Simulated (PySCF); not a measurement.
C3O3Os, SMILES [O+]#[C-]->[Os](<-[C-]#[O+])<-[C-]#[O+], multiplicity 1.

The structure is a stationary point at PBE-D3(BJ)/def2-SVP. The multiplicity is an assumed one; other spin states were not compared. The def2 effective core potentials stand for the cores of Os; spin–orbit coupling is left out.

Calculation: PBE-D3(BJ)/def2-SVP in PySCF 2.14.0.

Frequencies are harmonic and unscaled.

```csv
mode,ν (cm⁻¹),IR (km/mol),moving atoms (share of kinetic energy)
1,64,1.0,"O 79 %, Os 13 %, C 9 %"
2,85,0.5,"O 80 %, Os 15 %"
3,99,0.4,"O 85 %, C 10 %"
4,337,0.0,"C 79 %, O 21 %"
5,358,2.6,"C 73 %, O 27 %"
6,425,30.1,"C 43 %, O 42 %, Os 15 %"
7,435,0.6,"C 78 %, O 21 %"
8,493,1.1,"O 54 %, C 39 %"
9,545,1.4,"C 76 %, O 24 %"
10,547,8.2,"C 78 %, O 15 %"
11,584,2.3,"C 78 %, O 21 %"
12,612,17.1,"C 46 %, O 39 %, Os 15 %"
13,1985,1434.7,"C 59 %, O 41 %"
14,2004,647.7,"C 63 %, O 37 %"
15,2077,158.7,"C 64 %, O 36 %"
```
